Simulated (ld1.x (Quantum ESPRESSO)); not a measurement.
# Ta: excitation energies, all-electron against PAW

tantalum (Ta), PAW, made with ld1.x (Quantum ESPRESSO) 7.5 (BLYP, scalar-relativistic). Core [Xe] 4f14, reference 5d3 6s2 6p0. Waves: 6s (bound): rcut 2.50, rcutus 2.95 bohr; 6s channel at 0.05 Ry: rcut 2.50, rcutus 2.95 bohr; 6p (bound, empty): rcut 3.55, rcutus 4.75 bohr; 6p channel at 3.65 Ry: rcut 3.55, rcutus 4.75 bohr; 5d (bound): rcut 2.30, rcutus 2.50 bohr; 5d channel at 4.9 Ry: rcut 2.30, rcutus 2.50 bohr. Local part: all-electron potential smoothed inside 3.00 bohr (lloc = -1). Core correction: Bessel-smoothed model core inside 2.25 bohr. Augmentation charge: BESSEL, radius 2.35 bohr.

Energies are relative to the spin-unpolarised reference configuration 5d3 6s2 6p0; without spin polarisation the order of configurations can differ from experiment.

| valence configuration | charge | ΔE all-electron (eV) | error AE − PS (meV) |
| --- | --- | --- | --- |
| 5d2 6s0 6p0 | +3 | 47.038 | -240 |
| 5d2 6s2 6p0 | +1 | 7.546 | -46 |
| 5d2 6s2 6p1 | 0 | 2.972 | -31 |
| 5d3 6s1.5 6p0 | +0.5 | 3.409 | -1.7 |
| 5d3 6s1 6p1 | 0 | 4.174 | -3.0 |

Task: What are ΔE and the potential's error for 5d3 6s0 6p0?

Result: ΔE = 23.446 eV all-electron; the error (AE − PS) is -22 meV.

Task: What are ΔE and the potential's error for 5d3 6s1 6p0?

Result: ΔE = 8.394 eV all-electron; the error (AE − PS) is -4.8 meV.

Levels in the configuration 5d3 6s0 6p0:

| level | all-electron (eV) | pseudo (eV) |
| --- | --- | --- |
| 5d | -18.301 | -18.362 |
